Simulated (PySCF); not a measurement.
C₅H₈N₂ (charge -1 and doublet state).
Numbering: `[CH2:1][N-:2][N:3]([CH:4]=[CH2:5])[CH:6]=[CH2:7]` (hydrogens: H8, H9 on C1; H10 on C4; H11, H12 on C5; H13 on C6; H14, H15 on C7)

Cartesian coordinates in Å at the GFN2-xTB level; atoms count from 1:
```xyz
15
C5H8N2 angstrom
C     -0.5255    1.9671    1.2846
N     -0.9636    0.7998    0.8191
N     -0.1040   -0.0361    0.1756
C     -0.6841   -1.0891   -0.4950
C     -2.0065   -1.2271   -0.7402
C      1.2688    0.0897    0.2173
C      2.1749   -0.4447   -0.6558
H      0.4267    2.4343    1.0390
H     -1.2713    2.5803    1.7666
H      0.0179   -1.8486   -0.8122
H     -2.7050   -0.4760   -0.4244
H     -2.3892   -2.1062   -1.2326
H      1.6321    0.6810    1.0483
H      3.2302   -0.3110   -0.4828
H      1.8943   -1.0057   -1.5295
```

The hyperfine couplings belong to this conformer and change with its torsions.

Computed, not measured: UKS B3LYP, pcH-1 on C H N, non-relativistic, mean-field spin-orbit, GIAO in PySCF. Whether the extra electron is bound in the gas phase wasn't checked; a finite basis holds it in any case. Couplings are sensitive to structure, and on GFN2-xTB geometries they can be far from those on DFT ones, by a factor of two or more for some ions and for spin on atoms past the first row. The frame is twisted about the N3–C6 bond at this geometry (dihedral N2–N3–C6–H13 = 20°); couplings at other torsion angles weren't computed. Stability of the SCF solution: not tested.

Match the computed a_iso(14N) values +16.4, -6.1 MHz with the sites N2; N3.

```csv
site,a_iso (MHz),ρ(0) (bohr⁻³),position,distance from C1 (Å),spin population,largest |T| (MHz)
N2,+16.4,+0.0509,1 bond from C1,1.33,+0.28,34.6
N3,-6.1,-0.0190,2 bonds from C1,2.33,-0.05,4.4
```

ρ(0) is the spin density at the nucleus and T the dipolar tensor. The largest Mulliken spin populations are on C1 (+0.51), N2 (+0.28), C7 (+0.20) and C6 (+0.09). Three atoms exceed +0.15. The angles at C1 add up to 358.6°, so it is planar.

Examples of negative spin density at the nucleus (bohr⁻³): N3 (-0.0190), H9 (-0.0063) and H8 (-0.0062).

H8 and H9 aren't averaged: C1 is flat or nearly so (angle sum 359°), and its turn about the short C1–N2 bond (1.33 Å) is taken as slow. C4 and C6, with what hangs on them, aren't averaged: N3 is flat or nearly so (angle sum 360°), and its turn about the short N3–N2 bond (1.36 Å) is taken as slow.

The SMILES `[CH2][N-]N(C=C)C=C` draws the unpaired electron on C1, whose computed spin population is only +0.51.
